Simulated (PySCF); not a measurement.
pyridine-4-carbonitrile (C₆H₄N₂), SMILES N#Cc1ccncc1.

Geometry optimised at TPSSh-D3(BJ)/def2-SVP.

Computed with TPSSh-D3(BJ)/def2-SVP (PySCF 2.14.0).

Harmonic, unscaled wavenumbers; measured fundamentals usually lie a few per cent lower.

```tsv
mode	ν (cm⁻¹)	IR (km/mol)	moving atoms (share of kinetic energy)
1	144	8.1	N 50 %, C 45 %
2	162	6.6	N 50 %, C 43 %
3	371	0.0	C 66 %, H 34 %
4	388	0.5	C 68 %, N 26 %
5	452	1.1	N 51 %, C 47 %
6	562	0.0	C 89 %
7	588	20.1	C 66 %, H 21 %, N 14 %
8	679	0.2	C 91 %
9	754	0.1	C 59 %, H 23 %, N 18 %
10	775	16.5	C 63 %, N 28 %, H 8 %
11	842	27.9	H 66 %, C 33 %
12	893	0.0	H 79 %, C 21 %
13	992	0.5	H 73 %, C 27 %
14	1007	4.3	C 60 %, N 34 %
15	1009	0.0	H 65 %, C 35 %
16	1089	2.9	H 52 %, C 45 %
17	1105	0.4	H 66 %, C 29 %
18	1225	0.3	C 61 %, H 33 %
19	1246	4.9	H 62 %, C 34 %
20	1316	0.9	C 74 %, N 17 %, H 9 %
21	1347	1.1	H 63 %, C 27 %, N 10 %
22	1443	19.8	H 46 %, C 44 %, N 10 %
23	1522	3.1	C 55 %, H 39 %
24	1604	22.0	C 76 %, N 20 %
25	1643	27.8	C 86 %, H 10 %
26	2342	9.4	C 63 %, N 37 %
27	3165	23.8	H 92 %, C 8 %
28	3168	6.6	H 91 %, C 9 %
29	3216	3.6	H 91 %, C 9 %
30	3217	0.2	H 91 %, C 9 %
```
